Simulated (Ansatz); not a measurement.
Basis sets compared for K₃I₂⁺. Total charge 1; singlet. Geometry r2SCAN-D4/def2-SVP. Ansatz on 4 threads of Intel Xeon on a shared host; times are rough, and most runs start from earlier orbitals.

Cartesian coordinates in Å:
```
K 1.555 -1.646 1.341
K -2.546 0.338 0.552
K 1.832 2.411 -3.513
I -1.383 -1.802 2.676
I 0.543 0.699 -1.056
```

In the def2 sets I takes a core potential; there is no spin–orbit coupling. Another isomer (singlet) lies 0.25 eV lower at PBE0-D4/def2-TZVP; other spin states weren't run for this one.

```csv
level,functions,energy (Eh),HOMO (eV),LUMO (eV),wall time
PBE-D4/def2-SVP,124,-2394.3454,-7.23,-4.77,2.9 s
PBE0-D4/def2-SVP,124,-2394.5567,-8.29,-4.23,5.5 s
```

Problem. Estimate the rows for PBE-D4/def2-TZVP (with forces), PBE0-D4/def2-TZVP.

Solution. 
| level | functions | energy (Eh) | HOMO (eV) | LUMO (eV) | wall time |
| --- | --- | --- | --- | --- | --- |
| PBE-D4/def2-TZVP (with forces) | 199 | -2394.5984 | -7.36 | -4.79 | 8.1 s |
| PBE0-D4/def2-TZVP | 199 | -2394.8037 | -8.39 | -4.23 | 12 s |
